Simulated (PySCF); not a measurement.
Species: C₃H₉AlO₃.
Structure used (PBE0-D3(BJ)/def2-SVP), in Å, numbered top down from 1:
```xyz
16
C3H9AlO3 angstrom
C      2.2621   -0.7232    0.3805
O      1.2989    0.2774    0.3990
Al    -0.3849    0.3671    0.4356
O     -1.3006   -1.0492    0.4433
C     -2.6471   -1.3884    0.4689
O     -1.1577    1.8652    0.4664
C     -0.7977    3.2060    0.4893
H      2.9383   -0.6293    1.2493
H      2.8862   -0.6474   -0.5281
H      1.8288   -1.7402    0.4033
H     -2.9202   -1.9704   -0.4298
H     -3.3137   -0.5073    0.5110
H     -2.8731   -2.0197    1.3470
H     -1.1977    3.7019    1.3920
H      0.2973    3.3595    0.4822
H     -1.2139    3.7367   -0.3859
```

Computed at PBE0/pcSseg-1 (PySCF, non-relativistic), with Q(17O) = −0.0256 b, Q(27Al) = 0.1466 b: O2, 17O (I = 5/2): χzz = -10.46 MHz, η = 0.055; Al3, 27Al (I = 5/2): χzz = 30.38 MHz, η = 0.008.

Question: Where would the pure quadrupole (NQR) lines of 17O at O2 fall for the rigid, isolated species?

Answer: From the eigenvalues of H = χ/[4I(2I − 1)] × [3Iz² − I(I + 1) + η(Ix² − Iy²)], steps between neighbouring levels, labelled as for η = 0: ±1/2↔±3/2 1.574 MHz, ±3/2↔±5/2 3.136 MHz (oxygen bonded to Al and C).

Question: Where would the pure quadrupole (NQR) lines of 27Al at Al3 fall for the rigid, isolated species?

Answer: From the eigenvalues of H = χ/[4I(2I − 1)] × [3Iz² − I(I + 1) + η(Ix² − Iy²)], steps between neighbouring levels, labelled as for η = 0: ±1/2↔±3/2 4.558 MHz, ±3/2↔±5/2 9.115 MHz (aluminium bonded to 3 O).

In a crystal, neighbours and librations shift these lines. With a basis this small, the couplings can be 20 % off.

These values come from a run that also computed NMR shieldings. Time: 40 s of wall time. Hardware: one thread of an Arm Neoverse N1, shared host.

One conformer stands for the species.
